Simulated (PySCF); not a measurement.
BiI$_{2}$ (SMILES [I][Bi][I]), doublet, at a GFN2-xTB geometry (such geometries of metal compounds can be far from the true shape) (the spin is typed, not shown lowest) (core potentials on Bi, I). Base run: PySCF with DF-CAMB3LYP/def2-TZVP.

PySCF was given this input:
```python
from pyscf import gto, scf, dft

mol = gto.M(
    atom='''
Bi    0.89619474    0.44438201    0.28746279
I    -1.04089611    1.21333620   -1.58129724
I    -0.36257867   -1.90925520    1.13111966
''',
    basis='def2-tzvp',
    ecp={'Bi': 'def2-tzvp', 'I': 'def2-tzvp'},
    spin=1,
    verbose=4,
    symmetry=True,
)

mf = dft.UKS(mol)
mf.xc = 'camb3lyp'
mf = mf.density_fit(auxbasis='def2-universal-jkfit')
mf.kernel()
mf.analyze()
```

Each row names what was changed in the base input (with any setting that the change needs).

```tsv
change	ΔE vs base (eV)	point group used	SCF cycles
base	0.00	C2v	15
symmetry = off	0.00	C1	15
irrep_nelec = A1:(14, 14) A2:(6, 5) B1:(7, 6) B2:(10, 11)	10.30	C2v	16
irrep_nelec = A1:(15, 14) A2:(4, 5) B1:(7, 6) B2:(11, 11)	4.12	C2v	13
irrep_nelec = A1:(14, 14) A2:(6, 5) B1:(6, 6) B2:(11, 11)	8.82	C2v	17
symmetry_subgroup = Cs	0.00	Cs	15
irrep_nelec = A1:(13, 14) A2:(5, 5) B1:(7, 6) B2:(12, 11)	4.43	C2v	15
symmetry_subgroup = C2	0.00	C2	15
```

Open shells are given as the SCF converged; they aren't shown to be the lowest states, and a large step between rows can be another state.
